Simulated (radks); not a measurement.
Initial-state core-level shifts of the cerium ion Ce+ when its valence configuration changes from [Xe] 4f1 5d2. All-electron calculation, Dirac Kohn-Sham, PBE, spin-unpolarised, spherical densities, point nucleus; open shells fill j = l - 1/2 first. Program: a radial shooting solver on a logarithmic mesh with Libxc functionals. Shifts are changes of the shell-averaged eigenvalues in eV (positive: less bound).

[
 {"valence": "5d2 6p1", "1s": "-10.416", "2s": "-11.288", "2p": "-11.148", "3d": "-12.443"},
 {"valence": "4f3", "1s": "+8.416", "2s": "+9.290", "2p": "+9.138", "3d": "+10.654"},
 {"valence": "4f1 5d1 6s1", "1s": "-2.115", "2s": "-2.215", "2p": "-2.211", "3d": "-2.190"},
 {"valence": "5d1 6s1 6p1", "1s": "-12.993", "2s": "-14.006", "2p": "-13.859", "3d": "-15.131"},
 {"valence": "4f1.5 5d1.5", "1s": "+3.082", "2s": "+3.394", "2p": "+3.340", "3d": "+3.873"},
 {"valence": "6s1 6p2", "1s": "-16.639", "2s": "-17.819", "2p": "-17.663", "3d": "-18.909"},
 {"valence": "5d2 6s1", "1s": "-9.469", "2s": "-10.345", "2p": "-10.207", "3d": "-11.494"},
 {"valence": "4f1 6s2", "1s": "-4.474", "2s": "-4.694", "2p": "-4.685", "3d": "-4.633"},
 {"valence": "4f2 5d1", "1s": "+5.674", "2s": "+6.241", "2p": "+6.144", "3d": "+7.112"}
]
